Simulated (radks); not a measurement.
Effect of the nuclear size on the bromine ion Br2+, [Ar] 3d10 4s2 4p3. Calculated with a radial shooting solver on a logarithmic mesh with Libxc functionals: Dirac Kohn-Sham, PBE, spin-unpolarised, spherical densities, finite nucleus; open shells fill j = l - 1/2 first; Fermi nuclear charge, rms radius 4.1629 fm. The rms radius is varied about that value; shifts are against it.

rms radius (fm) = 3.6717: total energy shift (eV) -0.120; density at nucleus (e/bohr^3) 4.48e+04; 1s1/2 shift (meV) -51.0; 2s1/2 shift (meV) -5.12; 3p1/2 shift (meV) 0.082; 4s1/2 shift (meV) -0.088
rms radius (fm) = 3.7966: total energy shift (eV) -0.0910; density at nucleus (e/bohr^3) 4.469e+04; 1s1/2 shift (meV) -38.6; 2s1/2 shift (meV) -3.88; 3p1/2 shift (meV) 0.062; 4s1/2 shift (meV) -0.066
rms radius (fm) = 4.1629: total energy shift (eV) 0; density at nucleus (e/bohr^3) 4.438e+04; 1s1/2 shift (meV) 0.000; 2s1/2 shift (meV) 0.000; 3p1/2 shift (meV) 0.000; 4s1/2 shift (meV) 0.000
rms radius (fm) = 4.4626: total energy shift (eV) 0.0802; density at nucleus (e/bohr^3) 4.415e+04; 1s1/2 shift (meV) 34.0; 2s1/2 shift (meV) 3.42; 3p1/2 shift (meV) -0.055; 4s1/2 shift (meV) 0.059
rms radius (fm) = 4.7124: total energy shift (eV) 0.151; density at nucleus (e/bohr^3) 4.397e+04; 1s1/2 shift (meV) 64.1; 2s1/2 shift (meV) 6.43; 3p1/2 shift (meV) -0.103; 4s1/2 shift (meV) 0.110

Slopes of the eigenvalues against <r^2> in GHz/fm^2, as finite differences over the two radii next to the reference (eigenvalue slopes, not the field-shift constants of lines): 1s1/2 3190, 2s1/2 321, 3p1/2 -5.13, 4s1/2 5.49.
